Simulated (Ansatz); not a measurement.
Geometry optimisation, RKS LDA/def2-SVP (Ansatz).

The input (input.yaml):

```yaml
crystal:
  periodic: [false, false, false]
  atoms:
    - { symbol: Ga, position_ang: [0.143846, -0.398104, -0.521495] }
    - { symbol: H, position_ang: [-0.04549, -0.240446, 2.236816] }
    - { symbol: Cl, position_ang: [1.85558, 0.816059, -0.643314] }
    - { symbol: Cl, position_ang: [-1.761888, 0.294954, -1.113542] }
    - { symbol: O, position_ang: [0.316403, -2.086692, 0.009097] }
    - { symbol: Si, position_ang: [-0.731695, -3.386605, -0.127945] }
    - { symbol: H, position_ang: [0.08411, -4.637676, 0.054908] }
    - { symbol: H, position_ang: [-1.790873, -3.333113, 0.949541] }
    - { symbol: H, position_ang: [-1.388848, -3.410441, -1.486325] }
    - { symbol: H, position_ang: [0.049455, -0.840336, 1.82686] }
basis:
  gaussian: { orbitals: def2-SVP }
hamiltonian:
  xc: lda
relax:
  f_tol: 0.03
  max_steps: 50
output:
  orbitals: {}
```

Run as:

```bash
$ ansatz run input.yaml --threads 4 --pin off --max-ram 5120MiB --backend cpu --events-out ev --progress --plain --runs-dir out
```

Task: Where does it end, and by what steps?

Result: It converged. After 7 steps the energy has fallen by 0.130 eV; H2 moved furthest, 0.48 Å.

```csv
step,energy less start (eV),largest force component (eV/Å),accepted
0,0.0000,1.744,yes
1,-0.0913,0.384,yes
2,-0.0979,1.016,yes
3,-0.1197,0.163,yes
4,-0.0814,1.242,no
5,-0.1260,0.091,yes
6,-0.1298,0.030,yes
7,-0.1301,0.012,yes
```

```xyz
10
Properties=species:S:1:pos:R:3
Ga 0.169 -0.454 -0.334
H -0.096 0.043 1.853
Cl 1.868 0.782 -0.488
Cl -1.751 0.272 -0.853
O 0.376 -2.185 -0.071
Si -0.718 -3.440 -0.172
H 0.051 -4.722 -0.016
H -1.742 -3.339 0.932
H -1.435 -3.438 -1.498
H 0.009 -0.742 1.832
```

Whether the end is a true minimum wasn't checked by a vibrational analysis.

The run took 11 s on 4 threads of Arm Neoverse V1, on a shared host, peak memory 0.19 GiB.
